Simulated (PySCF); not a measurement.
Correlation energy of Al (aluminium, neutral)

[Ne] 3s2 3p1, 2P determinant. Calculation: PySCF 2.14, in cc-pVDZ-DK (4s3p1d, 18 functions); the spin-free X2C one-electron Hamiltonian (Gaussian nucleus). Frozen: [Ne]; 3 electrons correlated.

MP2 pair energies summed by pair of shells (mhartree):

```csv
pair,energy,share (%)
3s-3s,-18.29,59.9
3s-3p,-12.26,40.1
```

Total MP2 correlation energy: -30.55 mhartree.

Same-spin part -2.11 and opposite-spin part -28.44 mhartree; SCS-MP2 scales them by 1/3 and 6/5 to -34.83 mhartree.

| level | correlation energy (mhartree) |
| --- | --- |
| CCSD | -47.01 |
| (T) | -0.68 |
| CCSD(T) | -47.69 |

Diagnostics: T1 = 0.014, D1 = 0.0334, largest double amplitude 0.106.

Cost of the coupled-cluster step: 0.13 s of wall time on 1 thread of Neoverse-N1 (shared host), for 3 correlated electrons.

Iterations:

```
CC2 = 0
CCSD nocc = (np.int64(2), np.int64(1)), nmo = (13, 13)
frozen orbitals [[0, 1, 2, 3, 4], [0, 1, 2, 3, 4]]
max_cycle = 100
direct = 0
conv_tol = 1e-08
conv_tol_normt = 1e-06
diis_space = 8
diis_start_cycle = 0
Init t2, MP2 energy = -0.0305497178773979
Init E_corr(UCCSD) = -0.0305497178774633
cycle = 1  E_corr(UCCSD) = -0.0407114274691867  dE = -0.0101617096  norm(t1,t2) = 0.0618461
cycle = 2  E_corr(UCCSD) = -0.044331426688426  dE = -0.00361999922  norm(t1,t2) = 0.0270974
cycle = 3  E_corr(UCCSD) = -0.0469954403489884  dE = -0.00266401366  norm(t1,t2) = 0.0130791
cycle = 4  E_corr(UCCSD) = -0.046980871796865  dE = 1.45685521e-05  norm(t1,t2) = 0.00193632
cycle = 5  E_corr(UCCSD) = -0.0470129135462741  dE = -3.20417494e-05  norm(t1,t2) = 0.000276532
cycle = 6  E_corr(UCCSD) = -0.0470018756173258  dE = 1.10379289e-05  norm(t1,t2) = 5.06283e-05
cycle = 7  E_corr(UCCSD) = -0.0470064826079281  dE = -4.6069906e-06  norm(t1,t2) = 1.66211e-05
cycle = 8  E_corr(UCCSD) = -0.0470052131532495  dE = 1.26945468e-06  norm(t1,t2) = 5.55575e-06
cycle = 9  E_corr(UCCSD) = -0.0470052705332262  dE = -5.73799766e-08  norm(t1,t2) = 4.45967e-07
cycle = 10  E_corr(UCCSD) = -0.0470052686770751  dE = 1.85615112e-09  norm(t1,t2) = 8.55469e-08
UCCSD converged
E(UCCSD) = -242.3554384114993  E_corr = -0.04700526867707506
UCCSD(T) correction = -0.00067964143613772
```
